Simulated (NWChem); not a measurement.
System: C$_{2}$H$_{8}$O$_{2}$Si; SMILES OCCO[SiH3]

NWChem input:

```
start job
memory heap 200 mb stack 900 mb global 1100 mb
geometry units angstroms noautoz
  O     -0.312602    -2.925539    -0.086974
  C      0.490309    -1.757318    -0.009276
  C     -0.360950    -0.488242    -0.023684
  O      0.506687     0.636650     0.048350
  Si    -0.047556     2.203227    -0.012394
  H     -0.783317    -3.021966     0.755240
  H      1.137110    -1.752170     0.880915
  H      1.139479    -1.768773    -0.889515
  H     -0.966147    -0.467182    -0.941256
  H     -1.053759    -0.496143     0.834215
  H     -0.779061     2.473870    -1.283629
  H     -0.971554     2.497580     1.121633
  H      1.148601     3.072875     0.076996
end
basis spherical
  * library def2-svp
end
dft
  xc hfexch
  iterations 150
  mulliken
end
task dft energy
```

Output (shortened):

```
             Northwest Computational Chemistry Package (NWChem) 7.3.0
             --------------------------------------------------------

 C1  symmetry detected

                             Geometry "geometry" -> ""
                             -------------------------

 Output coordinates in angstroms (scale by  1.889725989 to convert to a.u.)

  No.       Tag          Charge          X              Y              Z
 ---- ---------------- ---------- -------------- -------------- --------------
    1 O                    8.0000    -0.26327932    -2.92408083    -0.06307739
    2 C                    6.0000     0.51636304    -1.73877762    -0.01152703
    3 C                    6.0000    -0.36176974    -0.48806526    -0.00934096
    4 O                    8.0000     0.48333606     0.65525904     0.03505060
    5 Si                  14.0000    -0.10547703     2.20944935    -0.01814942
    6 H                    1.0000    -0.70979024    -3.02623987     0.79154927
    7 H                    1.0000     1.18582552    -1.71552631     0.86145488
    8 H                    1.0000     1.14253355    -1.74089261    -0.90834341
    9 H                    1.0000    -0.99092045    -0.48437176    -0.91089576
   10 H                    1.0000    -1.03172376    -0.50633535     0.86636747
   11 H                    1.0000    -0.87536193     2.45823594    -1.27105328
   12 H                    1.0000    -1.00573888     2.48985067     1.13828343
   13 H                    1.0000     1.07384084     3.10462004     0.03615149

 Effective nuclear repulsion energy (a.u.)     234.7609470031

  xc_inp: hfexch multiplicative factor not found.

                                 NWChem DFT Module
                                 -----------------

 Summary of "ao basis" -> "ao basis" (spherical)
 ------------------------------------------------------------------------------
       Tag                 Description            Shells   Functions and Types
 ---------------- ------------------------------  ------  ---------------------
 O                          def2-svp                 6       14   3s2p1d
 C                          def2-svp                 6       14   3s2p1d
 Si                         def2-svp                 8       18   4s3p1d
 H                          def2-svp                 3        5   2s1p

            General Information
            -------------------
          SCF calculation type: DFT
          Wavefunction type:  closed shell.
          No. of atoms     :    13
          No. of electrons :    50
           Alpha electrons :    25
            Beta electrons :    25
          Charge           :     0
          Spin multiplicity:     1
          Use of symmetry is: off; symmetry adaption is: off
          Maximum number of iterations: 150
          AO basis - number of functions:   114
                     number of shells:    56
          Convergence on energy requested:  1.00D-06
          Convergence on density requested:  1.00D-05
          Convergence on gradient requested:  5.00D-04

              XC Information
              --------------
                     Hartree-Fock (Exact) Exchange  1.000

      Superposition of Atomic Density Guess
      -------------------------------------

 Sum of atomic energies:        -517.36470519

      Non-variational initial energy
      ------------------------------

 Total energy =    -519.727357
 1-e energy   =   -1177.886669
 2-e energy   =     423.398365
 HOMO         =      -0.352582
 LUMO         =       0.046188

     ---------------------------------------------
      Total Density - Mulliken Population Analysis
     ---------------------------------------------

    Atom       Charge   Shell Charges
 -----------   ------   -------------------------------------------------------
    1 O    8     8.62   1.99  1.10  0.66  3.00  1.86  0.01
    2 C    6     5.80   1.99  0.94  0.18  1.83  0.81  0.06
    3 C    6     5.78   1.99  0.94  0.18  1.81  0.81  0.05
    4 O    8     8.80   1.99  1.10  0.69  3.05  1.97  0.01
    5 Si  14    13.28   2.00  1.99  0.96  0.27  5.94  1.03  0.90  0.19
    6 H    1     0.67   0.54  0.08  0.06
    7 H    1     0.94   0.70  0.22  0.02
    8 H    1     0.94   0.70  0.22  0.02
    9 H    1     0.94   0.70  0.22  0.02
   10 H    1     0.94   0.70  0.22  0.02
   11 H    1     1.09   0.70  0.38  0.01
   12 H    1     1.09   0.70  0.38  0.01
   13 H    1     1.09   0.70  0.38  0.01

   convergence    iter        energy       DeltaE   RMS-Dens  Diis-err
 ---------------- ----- ----------------- --------- --------- ---------
 d= 0,ls=0.0,diis     1   -518.7090031941 -7.53D+02  5.88D-03  6.82D-01
 d= 0,ls=0.0,diis     2   -518.7801340473 -7.11D-02  2.25D-03  1.73D-01
 d= 0,ls=0.0,diis     3   -518.7966786955 -1.65D-02  6.72D-04  9.00D-03
 d= 0,ls=0.0,diis     4   -518.7979176500 -1.24D-03  1.46D-04  2.09D-04
 d= 0,ls=0.0,diis     5   -518.7979531007 -3.55D-05  4.31D-05  2.66D-05
  Resetting Diis
 d= 0,ls=0.0,diis     6   -518.7979566293 -3.53D-06  1.70D-05  2.25D-06
 d= 0,ls=0.0,diis     7   -518.7979570900 -4.61D-07  3.12D-06  8.91D-08

         Total DFT energy =     -518.797957089958
      One electron energy =    -1181.631331077100
           Coulomb energy =      478.185143493693
    Exchange-Corr. energy =      -50.112716509676
 Nuclear repulsion energy =      234.760947003125

 Numeric. integr. density =        0.000000000000

                       DFT Final Molecular Orbital Analysis
                       ------------------------------------

 Vector   23  Occ=2.000000D+00  E=-4.718580D-01
              MO Center=  2.1D-01,  1.8D+00, -7.4D-02, r^2= 4.8D+00
   Bfn.  Coefficient  Atom+Function         Bfn.  Coefficient  Atom+Function
  ----- ------------  ---------------      ----- ------------  ---------------
   110      0.315066  13 H  s                46     -0.250558   4 O  px
    64      0.229324   5 Si px              111      0.220619  13 H  s
    49     -0.207104   4 O  px              100     -0.203634  11 H  s
   105     -0.140222  12 H  s                67      0.133160   5 Si px
     4     -0.131194   1 O  px               61     -0.126493   5 Si px

 Vector   24  Occ=2.000000D+00  E=-4.446066D-01
              MO Center= -2.4D-01,  1.0D+00, -1.5D-02, r^2= 3.4D+00
   Bfn.  Coefficient  Atom+Function         Bfn.  Coefficient  Atom+Function
  ----- ------------  ---------------      ----- ------------  ---------------
    48      0.421326   4 O  pz               51      0.358416   4 O  pz
   100      0.212495  11 H  s               105     -0.210386  12 H  s
   106     -0.186573  12 H  s               101      0.185519  11 H  s
    90      0.180884   9 H  s                95     -0.174388  10 H  s
    34     -0.171386   3 C  pz               66     -0.142523   5 Si pz

 Vector   25  Occ=2.000000D+00  E=-4.440000D-01
              MO Center=  9.4D-03, -1.6D+00,  4.6D-02, r^2= 3.2D+00
   Bfn.  Coefficient  Atom+Function         Bfn.  Coefficient  Atom+Function
  ----- ------------  ---------------      ----- ------------  ---------------
     4      0.325598   1 O  px                7      0.258207   1 O  px
     5     -0.256820   1 O  py                8     -0.229718   1 O  py
    32      0.206289   3 C  px               18     -0.200597   2 C  px
    33     -0.193621   3 C  py               46     -0.181202   4 O  px
    19      0.177755   2 C  py               80     -0.173312   7 H  s

 Vector   26  Occ=0.000000D+00  E= 1.508622D-01
              MO Center= -3.5D-01,  1.8D+00, -2.7D-03, r^2= 5.0D+00
   Bfn.  Coefficient  Atom+Function         Bfn.  Coefficient  Atom+Function
  ----- ------------  ---------------      ----- ------------  ---------------
    31      1.222910   3 C  s                68      1.220416   5 Si py
    96     -0.620602  10 H  s                45      0.570305   4 O  s
    91     -0.552974   9 H  s               111     -0.513520  13 H  s
   101     -0.310706  11 H  s               106     -0.301458  12 H  s
    35     -0.298798   3 C  px               67     -0.214894   5 Si px

 Vector   27  Occ=0.000000D+00  E= 1.699606D-01
              MO Center= -5.6D-01, -2.1D+00,  9.2D-01, r^2= 5.1D+00
   Bfn.  Coefficient  Atom+Function         Bfn.  Coefficient  Atom+Function
  ----- ------------  ---------------      ----- ------------  ---------------
    17      1.066077   2 C  s                76     -1.048668   6 H  s
    96     -0.849781  10 H  s                81     -0.778046   7 H  s
    31      0.741742   3 C  s                 3      0.657951   1 O  s
    35     -0.450175   3 C  px               91     -0.403414   9 H  s
    21      0.305147   2 C  px               86     -0.301887   8 H  s

 Vector   28  Occ=0.000000D+00  E= 2.030904D-01
              MO Center= -1.3D-01,  1.7D+00, -2.0D-02, r^2= 5.8D+00
   Bfn.  Coefficient  Atom+Function         Bfn.  Coefficient  Atom+Function
  ----- ------------  ---------------      ----- ------------  ---------------
    67      1.603052   5 Si px              111     -1.249538  13 H  s
    17     -1.091731   2 C  s                31      1.065747   3 C  s
   106      0.761022  12 H  s               101      0.713651  11 H  s
    81      0.501882   7 H  s                86      0.491021   8 H  s
    45     -0.384904   4 O  s                96     -0.361580  10 H  s

     ---------------------------------------------
      Total Density - Mulliken Population Analysis
     ---------------------------------------------

[...]
```

Level: Hartree-Fock/def2-SVP. Coordinates come from a B3LYP/6-31G* (spherical d) optimisation.
